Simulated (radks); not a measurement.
Ne6+, configuration [He] 2s2 (the NIST ground configuration).

All-electron calculation, Dirac Kohn-Sham, PBE, spin-unpolarised, spherical densities, finite nucleus; Fermi nuclear charge, rms radius 3.0055 fm. Program: a radial shooting solver on a logarithmic mesh with Libxc functionals.

Energy parts (eV):
| part | energy |
|---|---|
| total | -3001.103 |
| kinetic | 3006.454 |
| electron-nucleus | -6389.829 |
| Hartree | 590.036 |
| exchange-correlation | -207.764 |

Orbitals (lengths in bohr, moments of r in powers of bohr; r(max) is where P^2 peaks; r(90%) holds 90 % of the orbital's charge):
\begin{tabular}{lrrrrr}
orbital & occ. & eigenvalue (eV) & r(max) & <r^4> & r(90%) \\ \hline
1s1/2 & 2 & -1041.805 & 0.1025 & 0.002839 & 0.280 \\
2s1/2 & 2 & -192.4614 & 0.6006 & 0.5832 & 1.09 \\
2p1/2 & 0 & -174.2850 & 0.4990 & 0.4557 & 1.02 \\
2p3/2 & 0 & -174.0596 & 0.4999 & 0.4579 & 1.02 \\
3s1/2 & 0 & -72.8936 & 1.635 & 16.91 & 2.51 \\
3d3/2 & 0 & -63.4997 & 1.275 & 10.89 & 2.27 \\
3d5/2 & 0 & -63.4874 & 1.275 & 10.90 & 2.27 \\
\end{tabular}

The highest occupied level is 2s1/2 at -192.46 eV. Summed over all electrons, <r^2> = 1.242 bohr^2, which gives a Langevin (diamagnetic) susceptibility term of -0.983 x 10^-6 cm^3/mol.
